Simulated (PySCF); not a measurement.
# Radial density of B²⁺ (boron, charge +2)

M06, [He] 2s1, 2S determinant. All numbers are calculated (PySCF 2.14, no relativity, point nucleus, in aug-cc-pwCVQZ).

```json
{"r (bohr)": "0.00493", "4πr²ρ (e/bohr)": "0.02111", "4πr²(ρα − ρβ)": "0.0007"}
{"r (bohr)": "0.00829", "4πr²ρ (e/bohr)": "0.05762", "4πr²(ρα − ρβ)": "0.0019"}
{"r (bohr)": "0.0140", "4πr²ρ (e/bohr)": "0.1541", "4πr²(ρα − ρβ)": "0.0050"}
{"r (bohr)": "0.0235", "4πr²ρ (e/bohr)": "0.3957", "4πr²(ρα − ρβ)": "0.0129"}
{"r (bohr)": "0.0395", "4πr²ρ (e/bohr)": "0.9532", "4πr²(ρα − ρβ)": "0.0309"}
{"r (bohr)": "0.0664", "4πr²ρ (e/bohr)": "2.058", "4πr²(ρα − ρβ)": "0.0660"}
{"r (bohr)": "0.112", "4πr²ρ (e/bohr)": "3.716", "4πr²(ρα − ρβ)": "0.1143"}
{"r (bohr)": "0.188", "4πr²ρ (e/bohr)": "5.006", "4πr²(ρα − ρβ)": "0.1317"}
{"r (bohr)": "0.316", "4πr²ρ (e/bohr)": "4.187", "4πr²(ρα − ρβ)": "0.0477"}
{"r (bohr)": "0.531", "4πr²ρ (e/bohr)": "1.657", "4πr²(ρα − ρβ)": "0.0125"}
{"r (bohr)": "0.894", "4πr²ρ (e/bohr)": "0.5788", "4πr²(ρα − ρβ)": "0.3978"}
{"r (bohr)": "1.50", "4πr²ρ (e/bohr)": "0.6738", "4πr²(ρα − ρβ)": "0.6712"}
{"r (bohr)": "2.53", "4πr²ρ (e/bohr)": "0.1873", "4πr²(ρα − ρβ)": "0.1873"}
{"r (bohr)": "4.25", "4πr²ρ (e/bohr)": "0.004494", "4πr²(ρα − ρβ)": "0.0045"}
```
